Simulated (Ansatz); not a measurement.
The cluster Ti2O4⁻. Total charge -1; doublet. Geometry relaxed at PBE-D4/def2-SVPD.

```xyz
6

Ti   -0.7711   -0.3152   -1.0652
Ti    0.7708    0.3154    1.0647
O    -1.5372   -1.6882   -1.6368
O     1.0563   -0.3087   -0.6736
O    -1.0565    0.3097    0.6727
O     1.5378    1.6871    1.6382
```

The relaxation made no stability test and no search for a lower SCF solution. Another isomer (doublet) lies 0.04 eV lower at PBE0-D4/def2-TZVPD.

(1) Estimate the harmonic wavenumbers at UKS PBE-D4/def2-SVPD (Ansatz, unscaled). Is this a minimum?

## Answers

(1) 77, 137, 166, 249, 258, 344, 497, 516, 670, 672, 915, 937 cm⁻¹. Yes, no mode is imaginary beyond noise. Zero-point energy 32.5 kJ/mol. Hardware: 4 threads of Arm Neoverse V2 on a shared host. Wall time 97 s.
